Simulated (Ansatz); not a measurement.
A nudged elastic band was laid between two geometries of CH$_{5}$NTe (8 atoms, charge 0, multiplicity 1).

Computed with RKS PBE0-D4/def2-SVP in Ansatz 0.2.0.

```json
{"movable images": "5", "climbing image": "yes", "spring": "5.0 eV/Å²", "optimiser": "quadratic models (default)", "start path": "IDPP", "force threshold": "0.03 eV/Å", "iteration limit": "60", "end points": "relaxed"}
```

Image 0:

```xyz
8
Properties=species:S:1:pos:R:3
N -0.545 0.925 -0.716
C 0.300 0.161 0.149
Te -0.936 -1.362 1.123
H -0.772 0.420 -1.570
H -0.122 1.815 -0.968
H 0.699 0.805 0.945
H 1.143 -0.382 -0.315
H 0.324 -2.440 1.297
```

Image 6:

```xyz
8
Properties=species:S:1:pos:R:3
N 0.056 0.689 -1.018
C 0.479 0.321 0.277
Te -0.918 -0.882 1.554
H -0.096 -0.112 -1.623
H -0.798 1.240 -1.008
H 0.665 1.203 0.905
H 1.399 -0.277 0.245
H -0.695 -2.240 0.614
```

(1) What changes between the two ends?

(2) What energy profile does the band end with?

(3) What is the geometry of the highest image?

The band took 9 iterations and roughly 2.6 core-minutes.

Answers

(1) No bond is made or broken. The height of N1 over the plane of its neighbours goes from -0.35 to 0.34 Å.

(2) It converged. The highest image is number 2 of 0 to 6, 0.066 eV above the first end and 0.240 eV above the last; the last end lies 0.175 eV below the first. A vibrational analysis at the climbing image gives 2 clearly imaginary modes (423i, 105i cm⁻¹): a point of higher order, so a lower path passes nearby.

```csv
image,path coordinate (Å),energy (eV),height of N1 over the plane of its neighbours (Å)
0,0.00,0.000,-0.35
1,0.45,0.020,-0.32
2,0.90,0.066,-0.14
3,1.29,-0.075,0.22
4,1.68,-0.143,0.33
5,2.06,-0.165,0.34
6,2.45,-0.175,0.34
```

(3) 
```xyz
8
Properties=species:S:1:pos:R:3
N -0.341 0.788 -0.895
C 0.330 0.209 0.185
Te -0.912 -1.149 1.489
H -0.427 0.277 -1.760
H -0.394 1.792 -0.964
H 0.690 0.973 0.884
H 1.176 -0.445 -0.076
H -0.030 -2.501 1.081
```

Run time: 2.6 min on 1 thread of Arm Neoverse V2 (shared host), peak memory 0.17 GiB.
